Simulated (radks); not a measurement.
Values are calculated unless marked as measured or tabulated.
Q: Tb II, 64 electrons, occupied as [Xe] 4f9 5d1 (not the ground configuration). Level of theory: Dirac Kohn-Sham, OLYP, spin-unpolarised, spherical densities, finite nucleus; open shells fill j = l - 1/2 first; Fermi nuclear charge, rms radius 5.06 fm (a radial shooting solver on a logarithmic mesh with Libxc functionals).

Spin-orbit splittings of the eigenvalues, e(l+1/2) - e(l-1/2), with zeta = 2 splitting/(2l+1) and mean radii in bohr:

shell  occ.  splitting (eV)  zeta (eV)  <r> j=l-1/2  <r> j=l+1/2
2p        6           746.4      497.6      0.07589      0.08284
3p        6           154.2      102.8       0.2285       0.2417
3d       10           33.70      13.48       0.2139       0.2180
4p        6           34.37      22.91       0.5525       0.5826
4d       10           6.218      2.487       0.6170       0.6278
4f        9               ?          ?       0.8945       0.9158
5p        6           4.358      2.905        1.502        1.606
5d        1          0.2207    0.08829        3.008        3.122

Estimate the 4f splitting.

A: 0.7896 eV (zeta = 0.2256 eV).
